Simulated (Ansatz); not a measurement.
`[OH][Zr]([OH])([F])[F]` + H₂Se → `[OH][Zr]([F])([F])[SeH]` + H₂O  (ligand exchange at a Zr–O bond)

Computed with Ansatz on PBE0-D4/def2-TZVP structures; ΔE is electronic, products minus reactants. CCSD(T)/CBS is the MP2 limit (def2-TZVPP, def2-QZVPP) plus CCSD(T) − MP2 in def2-TZVPP, frozen cores. This one scheme is used for every species. DFT in def2-TZVPP. def2 core potentials past Kr. For Se, Zr outer-core shells are correlated without core-valence functions, which leaves a few kJ/mol of doubt a bond. Scalar relativity is left out up to krypton. One conformer a species, not always the lowest.

```csv
level,ΔE (kJ/mol),difference from CCSD(T)/CBS
r2SCAN-D4,28.6,2.4
PBE0-D4,24.1,-2.1
ωB97X-V,37.9,11.7
MP2/def2-TZVPP,24.6,-1.6
SCS-MP2/def2-TZVPP,31.1,4.9
CCSD/def2-TZVPP,31.8,5.6
CCSD(T)/def2-TZVPP,28.1,1.9
SCS-MP2/def2-QZVPP,30.3,4.1
MP2/CBS(def2),22.7,-3.5
CCSD/CBS(def2),29.9,3.7
CCSD(T)/CBS,26.2,0
```

Largest T1 diagnostic among the species: 0.017.

In def2-TZVPP, CCSD(T) changes the Hartree–Fock value by −11.2 kJ/mol (the triples alone add −3.7 kJ/mol) and MP2 by −14.7 kJ/mol. The D4 term adds −3.9 kJ/mol with B3LYP and −2.2 kJ/mol with PBE0; it sums over pairs of atoms, weighted by their polarisabilities, and B3LYP, whose exchange is more repulsive, gets the larger term.

B3LYP here is the variant with VWN-RPA as its local correlation; programs differ in this.
